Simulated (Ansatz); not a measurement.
Two members of one family (Si nanocrystals, hexagonal, H-capped), computed with Ansatz in the gas phase. The two geometries come from different levels. Binding counts from free atoms in the multiplicity of their measured ground term, without zero-point energy. The structures are stationary points that may keep the symmetry of their start.

First: Si35H42, rod (singlet, charge 0, r2SCAN-D4/def2-SVP geometry).

Cartesian coordinates in Å:
```
Si -3.924 -2.463 -1.208
Si -1.743 -3.281 -0.786
Si 0.577 -1.092 -3.940
Si 2.744 -1.941 -3.515
Si -6.133 2.203 -3.182
Si -6.158 0.707 -1.369
Si -2.439 0.804 -2.463
Si -3.985 -0.129 -0.953
Si -0.260 -0.001 -2.035
Si -0.290 -1.518 -0.242
Si 3.419 -1.402 -1.331
Si 1.883 -2.347 0.176
Si 5.590 -2.246 -0.920
Si 5.540 -3.765 0.875
Si -7.010 1.776 0.543
Si -3.313 0.379 1.244
Si -1.132 -0.425 1.660
Si -1.165 -1.938 3.456
Si 2.548 -1.825 2.368
Si 1.006 -2.785 3.858
Si 4.716 -2.671 2.787
Si -4.604 3.966 -2.893
Si -2.490 3.143 -2.242
Si 1.180 1.771 -1.481
Si 3.355 0.937 -1.060
Si 7.048 -0.487 -0.367
Si -5.601 3.485 1.330
Si -1.898 3.665 -0.026
Si -3.380 2.710 1.531
Si 0.303 2.880 0.402
Si 0.314 1.351 2.192
Si 4.052 1.465 1.124
Si 2.491 0.517 2.606
Si 6.223 0.619 1.538
Si 6.178 -0.910 3.325
H -4.339 -2.822 -2.603
H -4.895 -3.093 -0.256
H -1.220 -3.995 -1.995
H -1.774 -4.261 0.348
H -0.349 -2.206 -4.323
H 0.624 -0.116 -5.076
H 2.749 -3.431 -3.670
H 3.720 -1.367 -4.496
H -5.712 1.456 -4.412
H -7.512 2.743 -3.412
H -7.060 -0.443 -1.714
H -2.843 0.415 -3.856
H 1.881 -3.839 0.005
H 6.082 -2.943 -2.156
H 4.667 -4.934 0.535
H 6.925 -4.272 1.144
H -8.377 2.320 0.253
H -7.133 0.765 1.643
H -4.270 -0.280 2.196
H -2.109 -3.060 3.143
H -1.674 -1.232 4.676
H 1.017 -4.273 3.676
H 1.419 -2.486 5.267
H 4.648 -3.641 3.932
H -4.444 4.660 -4.213
H -5.125 4.965 -1.908
H -1.449 3.744 -3.143
H 1.253 2.722 -2.641
H 4.302 1.553 -2.051
H 7.157 0.472 -1.512
H 8.414 -1.035 -0.077
H -5.679 4.685 0.440
H -6.077 3.891 2.693
H -1.913 5.157 0.141
H -2.878 3.051 2.904
H 1.179 4.052 0.743
H -0.180 2.026 3.439
H 4.062 2.956 1.297
H 2.871 0.857 4.019
H 7.126 1.767 1.883
H 7.557 -1.452 3.558
H 5.721 -0.227 4.577
```

```tsv
level	HOMO (eV)	LUMO (eV)	gap (eV)	binding per atom (eV)
PBE-D4/def2-SVP	-5.87	-2.31	3.57	3.37
PBE-D4/def2-TZVP	-5.86	-2.45	3.41	3.36
PBE0-D4/def2-SVP	-6.78	-1.68	5.10	3.37
PBE0-D4/def2-TZVP	-6.72	-1.77	4.94	3.37
```

Second: Si39H44 (singlet, charge 0, PBE-D4/def2-SVP geometry).

```xyz
83

Si   -0.286   -2.207   -4.462
Si   -2.512   -2.002   -3.730
Si   -3.236   -3.891   -2.502
Si   -2.165    1.833   -3.709
Si   -2.687   -0.067   -2.405
Si   -4.888    0.106   -1.596
Si   -3.607   -3.278   -0.255
Si   -5.485   -1.866   -0.430
Si   -5.062    2.015   -0.235
Si    3.414   -2.427   -3.448
Si    1.201   -2.360   -2.650
Si    0.834   -4.279   -1.319
Si    1.512    1.473   -2.667
Si   -0.326    2.941   -2.752
Si    0.982   -0.416   -1.350
Si   -1.228   -0.251   -0.574
Si    0.074   -3.613    0.807
Si   -1.775   -2.158    0.704
Si   -0.876    3.585   -0.556
Si   -1.393    1.682    0.746
Si   -3.575    1.897    1.582
Si   -2.316   -1.511    2.903
Si   -4.026    0.106    3.061
Si    4.881   -2.655   -1.620
Si    5.206    1.157   -1.587
Si    3.352    2.598   -1.727
Si    4.654   -0.738   -0.280
Si    2.437   -0.583    0.484
Si    1.910   -2.494    1.772
Si    2.774    3.271    0.455
Si    0.930    4.731    0.423
Si    2.256    1.372    1.765
Si    0.062    1.488    2.577
Si    1.415   -1.843    3.975
Si   -0.458   -0.428    3.864
Si    0.367    5.342    2.627
Si   -0.158    3.414    3.899
Si    3.738    1.229    3.578
Si    3.240   -0.675    4.896
H    -0.126   -3.411   -5.357
H     0.080   -0.977   -5.256
H    -3.414   -1.828   -4.931
H    -4.565   -4.333   -3.066
H    -2.272   -5.038   -2.642
H    -1.844    1.401   -5.120
H    -3.361    2.752   -3.763
H    -5.811    0.266   -2.782
H    -3.934   -4.493    0.580
H    -6.533   -2.596   -1.236
H    -6.084   -1.539    0.914
H    -4.703    3.230   -1.057
H    -6.480    2.179    0.255
H     3.576   -3.574   -4.416
H     3.726   -1.144   -4.179
H    -0.102   -5.239   -2.006
H     2.152   -4.989   -1.127
H     1.856    1.014   -4.066
H     0.054    4.165   -3.552
H    -0.295   -4.811    1.653
H    -2.091    4.485   -0.589
H    -3.655    3.194    2.356
H    -2.666   -2.743    3.704
H    -5.404   -0.463    2.842
H    -3.970    0.646    4.470
H     6.308   -2.791   -2.095
H     4.524   -3.894   -0.839
H     5.626    0.714   -2.968
H     6.369    1.884   -0.958
H     3.675    3.816   -2.561
H     5.567   -0.812    0.922
H     3.107   -3.418    1.764
H     3.958    3.968    1.087
H     1.263    5.951   -0.405
H     1.080   -3.063    4.801
H    -0.830    0.034    5.256
H    -0.818    6.276    2.604
H     1.525    6.071    3.261
H    -1.569    3.505    4.426
H     0.775    3.308    5.081
H     5.153    1.146    3.062
H     3.619    2.480    4.413
H     4.443   -1.583    4.956
H     2.907   -0.247    6.304
```

**Question.** Estimate the same table for the second.

**Answer.** 
```json
{"level": "PBE-D4/def2-SVP", "HOMO (eV)": "-5.73", "LUMO (eV)": "-2.51", "gap (eV)": "3.21", "binding per atom (eV)": "3.42"}
{"level": "PBE-D4/def2-TZVP", "HOMO (eV)": "-5.73", "LUMO (eV)": "-2.68", "gap (eV)": "3.05", "binding per atom (eV)": "3.41"}
{"level": "PBE0-D4/def2-SVP", "HOMO (eV)": "-6.63", "LUMO (eV)": "-1.91", "gap (eV)": "4.73", "binding per atom (eV)": "3.42"}
{"level": "PBE0-D4/def2-TZVP", "HOMO (eV)": "-6.58", "LUMO (eV)": "-2.02", "gap (eV)": "4.56", "binding per atom (eV)": "3.41"}
```
